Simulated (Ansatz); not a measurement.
Born–Oppenheimer molecular dynamics of CH$_{10}$Si$_{3}$ (14 atoms, charge 0, multiplicity 1). It starts from a relaxed structure.

Level of theory: RKS CAM-B3LYP/6-31G in Ansatz.

```json
{"ensemble": "NVE (velocity Verlet)", "time step": "0.25 fs", "steps asked": "300", "starting velocities drawn for": "400 K", "seed": "537630"}
```

First frame:

```xyz
14
Properties=species:S:1:pos:R:3
Si 0.015 -0.053 0.003
H 0.109 -0.268 1.489
Si 2.214 0.096 -0.839
H 3.004 -1.133 -0.498
H 2.200 0.237 -2.333
H 2.927 1.287 -0.269
C -0.950 1.573 -0.331
H -1.957 1.515 0.092
H -0.435 2.423 0.126
H -1.038 1.760 -1.404
Si -1.121 -1.904 -0.921
H -2.501 -2.031 -0.343
H -1.255 -1.751 -2.409
H -0.379 -3.180 -0.651
```

**Question.** How far do the bonds stretch over the last three quarters of this one trajectory? (Pairs bonded in most of those frames.)

**Answer.** 
```
    bond  mean (Å)  spread (Å)  shortest  longest
  Si1–H2     1.528       0.098      1.38     1.66
 Si1–Si3     2.360       0.021      2.33     2.40
  Si1–C7     1.922       0.022      1.89     1.96
Si1–Si11     2.363       0.018      2.32     2.38
  Si3–H4     1.500       0.006      1.49     1.51
  Si3–H5     1.501       0.004      1.49     1.51
  Si3–H6     1.517       0.075      1.40     1.62
   C7–H8     1.096       0.020      1.06     1.13
   C7–H9     1.095       0.019      1.06     1.13
  C7–H10     1.095       0.015      1.07     1.12
Si11–H12     1.504       0.016      1.48     1.53
Si11–H13     1.503       0.003      1.50     1.51
Si11–H14     1.502       0.021      1.47     1.53
```

Mean temperature of the second half: 193 K. The conserved energy stayed within 0.064 meV per atom of its start (net change 0.052 meV per atom), so the integration is sound. Over the second half the temperature averaged 0.48 of the 400 K drawn at the start: a run that starts near a minimum puts about half its kinetic energy into the potential. A run of 0.075 ps of so small a system gives no equilibrium averages. Limits of this set-up: no polarisation functions.

Time of the run: 27 min on 1 thread of Arm Neoverse V1, on a shared host, peak memory 0.19 GiB.
